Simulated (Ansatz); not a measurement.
Ideal-gas functions of CH2BFN2, SMILES `FB1N=CN1` at 800 K and 1 bar, from an Ansatz frequency run at PBE0-D4/def2-TZVP.

Molar mass 71.85 g/mol, point group C1 (symmetry number 1), electronic degeneracy 1, moments of inertia 38.027, 96.287, 131.955 u Å². Harmonic wavenumbers (cm⁻¹, unscaled): 191, 407, 599, 689, 705, 786, 966, 1020, 1116, 1223, 1321, 1526, 1601, 3129, 3584.

Use S(trans) = R[1.5 ln M + 2.5 ln T − 1.1517]; rotational temperatures θ = 24.2544 K / I; S(rot) = R[ln(√π/σ · √(T³/θAθBθC)) + 1.5]; for each mode x = 1.438777 ν̃/T, S = R[x/(eˣ − 1) − ln(1 − e⁻ˣ)] and H = RT x/(eˣ − 1); 1 cm⁻¹ = 0.0119627 kJ/mol; R = 8.31446 J/(mol·K).

Q: By hand: the entropy, in J/(mol·K).

A: Translation 182.7. Rotation: θ = 0.6378, 0.2519, 0.1838 K, giving 115.2. Vibration, mode by mode: 17.24, 11.09, 8.09, 7.04, 6.88, 6.10, 4.69, 4.35, 3.79, 3.26, 2.84, 2.12, 1.91, 0.20, 0.10, in all 79.7. Electronic 0.0. Sum 377.6 J/(mol·K).

Q: By hand: H − E and G − E in kJ/mol, counted from the electronic energy.

A: Zero-point energy ½ × 18863 × 0.0119627 = 112.8; thermal vibration 36.4; translation, rotation and pV give 4 RT = 26.6. H − E = 175.8 kJ/mol, and G − E = 175.8 − 800 × 377.6/1000 = -126.3 kJ/mol.

Vibration gives 21 % of the entropy. The sum counts one conformer and one mirror image; others add a mixing term.
